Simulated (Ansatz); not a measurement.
Sn(OAc)Me3 (C5H12O2Sn) was relaxed with r2SCAN-D4 (def2-SVP) in Ansatz in these states: charge +1 doublet, neutral singlet. The geometries follow in no particular order.

In the def2 sets Sn takes a core potential; there is no spin–orbit coupling.

A:

Cartesian coordinates in Å:
```
Sn -0.597 0.178 0.481
O 1.072 -0.436 -0.740
C 0.915 0.557 -1.549
C 1.815 0.735 -2.712
O -0.039 1.360 -1.293
H 1.543 1.631 -3.281
H 1.759 -0.159 -3.351
H 2.854 0.804 -2.356
C -2.401 -0.712 -0.219
H -2.985 0.090 -0.695
H -2.963 -1.163 0.608
H -2.128 -1.471 -0.966
C 0.047 1.496 2.024
H -0.358 1.188 2.996
H -0.312 2.500 1.753
H 1.146 1.480 2.037
C 0.122 -1.930 1.768
H 1.138 -1.587 1.984
H -0.016 -2.623 0.931
H -0.613 -1.937 2.579
```

B:

```xyz
20

Sn   -0.812    0.323   -0.201
O     1.166   -0.266   -0.634
C     1.667   -0.684    0.502
C     3.093   -1.160    0.432
O     1.004   -0.681    1.539
H     3.433   -1.501    1.417
H     3.735   -0.342    0.070
H     3.174   -1.975   -0.302
C    -0.729    2.002    1.134
H    -0.695    1.644    2.172
H    -1.598    2.660    0.986
H     0.188    2.572    0.923
C    -1.911   -1.421    0.396
H    -2.973   -1.322    0.128
H    -1.803   -1.570    1.478
H    -1.493   -2.295   -0.127
C    -1.300    0.925   -2.213
H    -1.189    0.071   -2.897
H    -0.622    1.728   -2.538
H    -2.336    1.291   -2.267
```

Question: Judge from the bond lengths which geometry belongs to which state (an estimate).

Answer: A is the charge +1 doublet (Sn1–C17 2.572 Å, Sn1–O2 2.157 Å, C3–O5 1.273 Å); B is the neutral singlet (Sn1–C17 2.156 Å, Sn1–O2 2.109 Å, C3–O5 1.231 Å).
